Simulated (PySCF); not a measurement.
Stationary points of NbO₃⁻

Computed with PySCF, PBE, basis Nb def2-SVPD with ECP28, O def2-SVPD (scalar-relativistic core potentials, no spin–orbit coupling, density fitting).

Relaxations began from a few typed shapes. The search is not exhaustive: other isomers or separated fragments can lie lower, and high-lying points may rest on an excited occupation.

| spin | group | bonds | angles | imaginary modes (cm⁻¹) | ΔE (kJ/mol) | ΔE with ZPE (kJ/mol) |
| --- | --- | --- | --- | --- | --- | --- |
| singlet | C3v | Nb–O 1.801 Å (×3) | O–Nb–O 114.5° (×3) | none | 0.0 | 0.0 |
| singlet | D3h | Nb–O 1.807 Å (×3) | O–Nb–O 120.0° (×3) | 115i | 6.2 | – |

The lowest minimum found is the singlet C3v: Nb–O 1.801 Å (×3); O–Nb–O 114.5° (×3).

Formally Nb is in oxidation state +5, d0. A d0 centre has no lone pair, yet it is C3v rather than trigonal planar: covalent bonding through the d orbitals favours lower symmetry. The polar-tensor charge on Nb, 2.13, is far below the formal one.

For the lowest minimum: the lowest empty level of this anion is unbound, so it and the gap depend on the basis.
